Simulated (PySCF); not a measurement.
# Electric field gradients and quadrupole coupling constants

C3H8O2Si.
Z-matrix (Å and degrees, GFN2-xTB geometry), rows numbered from 1:
```
C 
O   1  1.4043
C   2  1.4159  1  113.15
Si  3  1.9010  2  106.23  1   179.99
C   4  1.9268  3  107.61  2   179.97
O   5  1.2046  4  124.28  3    -0.02
H   1  1.0885  2  106.82  3   179.96
H   1  1.0975  2  111.16  3    60.49
H   1  1.0975  2  111.19  3   -60.58
H   3  1.1002  2  110.12  1    58.59
H   3  1.1003  2  110.15  1   -58.61
H   4  1.4639  3  111.73  2    62.54
H   4  1.4639  3  111.74  2   -62.53
H   5  1.1118  4  116.85  3   179.96
```

Field gradients from the PBE0/pcSseg-1 density (PySCF, non-relativistic), principal values in atomic units, ordered |Vxx| ≤ |Vyy| ≤ |Vzz|:

| atom | Vxx | Vyy | Vzz |
| --- | --- | --- | --- |
| O2 | 0.0187 | 2.0731 | -2.0918 |
| O6 | 0.3764 | 1.8390 | -2.2153 |

Question: Find the asymmetry η = (Vxx − Vyy)/Vzz and the couplings χ = eQV/h (234.96 MHz × Q in barn × V in au), with Q(17O) = −0.0256 b.

Answer: 
```csv
atom,environment,nucleus,η,χzz (MHz),χxx (MHz),χyy (MHz)
O2,ether oxygen,17O,0.98,12.58,-0.11,-12.47
O6,carbonyl oxygen,17O,0.66,13.33,-2.26,-11.06
```

At O2 η is above 0.9: Vyy and Vzz are nearly equal in size and opposite in sign, so a small change could swap them and flip the sign of χzz. 

Question: What is Vzz at O2 in SI units (1 au = 9.71736 × 10²¹ V/m²)?

Answer: -2.0918 au = -20.327 × 10²¹ V/m².

Question: And the gradient at the other heavy atoms, for which no coupling is worked out here?

Answer: 
```csv
atom,environment,Vzz (au),η
C1,methoxy carbon,0.371,0.10
C3,sp3 carbon bound to oxygen,0.376,0.19
Si4,SiH2 silicon,0.183,0.33
C5,carbonyl carbon,0.591,0.17
```

Question: What couplings would deuterons (Q(2H) = 0.00286 b) have in place of the hydrogens, at this geometry?

Answer: 
| atom | bonded to | bond length (Å) | Vzz (au) | η | χzz (kHz) |
| --- | --- | --- | --- | --- | --- |
| H7 | C1 | 1.088 | 0.3067 | 0.06 | 206 |
| H8 | C1 | 1.097 | 0.2891 | 0.08 | 194 |
| H9 | C1 | 1.098 | 0.2890 | 0.08 | 194 |
| H10 | C3 | 1.100 | 0.2872 | 0.08 | 193 |
| H11 | C3 | 1.100 | 0.2871 | 0.08 | 193 |
| H12 | Si4 | 1.464 | 0.1615 | 0.01 | 109 |
| H13 | Si4 | 1.464 | 0.1615 | 0.01 | 109 |
| H14 | C5 | 1.112 | 0.2647 | 0.00 | 178 |

One conformer (not necessarily the lowest) at the GFN2-xTB geometry, without solvent, vibrations or thermal averaging. GFN2-xTB bond lengths can be off by several hundredths of an ångström, more for odd bonds, and the gradients follow them. The basis is small and wasn't made for field gradients, so the couplings can be 20 % off.

These values come from a run that also computed NMR shieldings. Time: 30 s; peak memory 0.71 GiB. Hardware: Arm Neoverse N1, one thread (shared host).
